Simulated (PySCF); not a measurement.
Run record for `N#C[C@@H]1CC[C@]2(F)C[C@H]12`: OLYP/def2-SVPD, full TDDFT, 1 singlet.

Method: TDDFT OLYP/def2-SVPD, vertical, gas phase, core orbitals frozen in the response (PySCF 2.14.0, density-fitted response routines). Geometry: GFN2-xTB. The command runs a driver script over a list of jobs; the input below is this job's line of settings and its coordinates in Å.

Command:
```bash
OMP_NUM_THREADS=1 python probes_run.py task.json out
```

Input:
```
{"job": {"kind": "uv", "xc": "OLYP", "basis": "def2-SVPD", "nstates": 1, "ntriplets": 2, "tda": false}, "charge": 0, "multiplicity": 1}
N     -2.076658    -2.270869    -1.374232
C     -1.616522    -1.537451    -0.628118
C     -1.011399    -0.608542     0.294511
C     -1.038448     0.840124    -0.250925
C      0.220347     1.521759     0.300265
C      1.199555     0.387423     0.497031
F      2.226433     0.636254     1.360577
C      1.412735    -0.597195    -0.603995
C      0.461658    -0.915612     0.524181
H     -1.547639    -0.672180     1.248332
H     -1.011654     0.821561    -1.341245
H     -1.946909     1.359585     0.049144
H      0.600748     2.288930    -0.374461
H      0.028780     1.981836     1.272119
H      1.029242    -0.382645    -1.588821
H      2.350554    -1.131092    -0.604926
H      0.712181    -1.709855     1.210654
```

Q: What does the run print?

A: 
```
coarse grid: 14712 points
cycle   1  E = -425.5262047440  dE =  1.117e+00  |g| = 6.637e-01  |ddm| = 7.990e+00
cycle   2  E = -425.2235633607  dE =  3.026e-01  |g| = 1.351e+00  |ddm| = 3.526e+00
cycle   3  E = -425.5878875733  dE = -3.643e-01  |g| = 4.183e-01  |ddm| = 2.651e+00
cycle   4  E = -425.6278184318  dE = -3.993e-02  |g| = 6.981e-02  |ddm| = 6.595e-01
cycle   5  E = -425.6287161893  dE = -8.978e-04  |g| = 2.605e-02  |ddm| = 2.136e-01
cycle   6  E = -425.6288413915  dE = -1.252e-04  |g| = 9.463e-03  |ddm| = 6.308e-02
cycle   7  E = -425.6288591243  dE = -1.773e-05  |g| = 2.325e-03  |ddm| = 2.996e-02
cycle   8  E = -425.6288603980  dE = -1.274e-06  |g| = 4.813e-04  |ddm| = 6.770e-03
final grid: 144032 points
cycle   9  E = -425.6764304576  dE = -1.134e-04  |g| = 1.336e-02  |ddm| = 4.729e-01
cycle  10  E = -425.6763600011  dE =  7.046e-05  |g| = 2.231e-02  |ddm| = 6.712e-02
cycle  11  E = -425.6764634001  dE = -1.034e-04  |g| = 6.046e-03  |ddm| = 4.410e-02
cycle  12  E = -425.6764713569  dE = -7.957e-06  |g| = 1.015e-03  |ddm| = 9.739e-03
cycle  13  E = -425.6764715737  dE = -2.168e-07  |g| = 3.019e-04  |ddm| = 3.100e-03
cycle  14  E = -425.6764715918  dE = -1.808e-08  |g| = 1.132e-04  |ddm| = 8.502e-04
cycle  15  E = -425.6764715943  dE = -2.572e-09  |g| = 3.255e-05  |ddm| = 3.828e-04
cycle  16  E = -425.6764715946  dE = -2.250e-10  |g| = 9.524e-06  |ddm| = 8.892e-05
converged SCF energy = -425.6764715946

Static polarisability (au): isotropic 80.193, principal 68.448 76.305 95.826

Singlet excitations
state   eV       nm        f      main configurations
  1   6.2003    200.0   0.00611   H->L 1.00

Triplet excitations (Tamm-Dancoff, eV): 6.1585 6.3147
```

The SCF starts on a coarse grid where the log names one; the energy can jump when the final grid takes over, and dE then counts from the start density on the new grid. H and L stand for HOMO and LUMO; the number after each pair is its weight.

Q: Give the mean polarisability as a volume in Å³, and the ratio of the largest to the smallest principal value.

A: 80.193 au × 0.148185 = 11.88 Å³; 95.826/68.448 = 1.40.

Q: Give S1 in cm⁻¹ and kJ/mol.

A: 6.2003 eV × 8065.54 = 50009 cm⁻¹; × 96.485 = 598.2 kJ/mol.

In short: SCF converged in 16 cycles with 247 basis and 883 fitting functions; HOMO -6.79 eV, LUMO -0.62 eV; lowest singlet 6.20 eV; lowest triplet 6.16 eV (Tamm–Dancoff); mean polarisability 80.2 au.

On Arm Neoverse N1, one thread, shared host, this took 90 s of wall time and 0.76 GiB of memory at its peak.

One conformer stands for the species.
